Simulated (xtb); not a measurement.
Harmonic IR lines of one isomer of C4H8BN, unscaled. Computed with xtb 6.7.1 with GFN2-xTB.

```
wavenumber (cm⁻¹)  relative intensity
-----------------  ------------------
379                               3.1
452                               100
502                                29
810                                54
822                               7.7
833                               7.3
862                               4.0
877                               5.4
999                               6.2
1075                               10
1161                              8.9
1197                               12
1258                               16
1299                               26
1362                               52
1496                               20
1566                               46
2629                               77
2679                               46
3039                               15
3088                               11
3102                              7.0
3130                               22
```

Problem. Identify which structure gives these lines.
A. `B/C(C=C)=C\N`
B. `B/C=C\C=C/N`
C. `B/C(N)=C/C=C`
D. `B/C=C/C=C/N`

Solution. C, `B/C(N)=C/C=C`
